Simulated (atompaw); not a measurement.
# Reading a pseudo-wave (dysprosium (Dy))

Columns: radius, all-electron u(r) and pseudo u(r) of the 5d shell (level -2.05 eV) of dysprosium in the configuration [Kr] 4d10 4f10 5s2 5p6 5d0 6s2 6p0; LDA (PW92), non-relativistic, PAW (atompaw) scheme, atompaw 4.2.0.5.

```csv
r (bohr),all-electron,pseudo
0.104,0.1346,0.0004
0.208,0.0763,0.0028
0.312,-0.1131,0.0094
0.415,-0.2203,0.0215
0.519,-0.2185,0.0406
0.623,-0.1451,0.0671
0.727,-0.0398,0.1010
0.831,0.0722,0.1417
0.935,0.1775,0.1881
1.038,0.2694,0.2381
1.142,0.3476,0.2906
1.246,0.4117,0.3431
1.350,0.4626,0.3937
1.454,0.5020,0.4402
1.558,0.5316,0.4812
1.662,0.5530,0.5154
1.765,0.5674,0.5419
1.869,0.5762,0.5612
1.973,0.5805,0.5732
2.077,0.5809,0.5786
2.181,0.5783,0.5787
2.285,0.5733,0.5745
2.388,0.5664,0.5674
2.492,0.5580,0.5585
2.596,0.5484,0.5485
2.700,0.5379,0.5379
```

(1) How many radial nodes do the two functions have?

(2) Where does each function peak?

(3) Is the pseudo-wave norm-conserving?

## Answers

(1) The all-electron 5d function has n − l − 1 = 2; the pseudo-wave has 0, since the states of the same l below it are removed with the core.

(2) Outermost all-electron maximum near 2.08 bohr, pseudo maximum near 2.18 bohr (to the table’s step).

(3) No, it belongs to a PAW set: the norm inside the radius is not constrained, and the difference is carried by the augmentation charge.
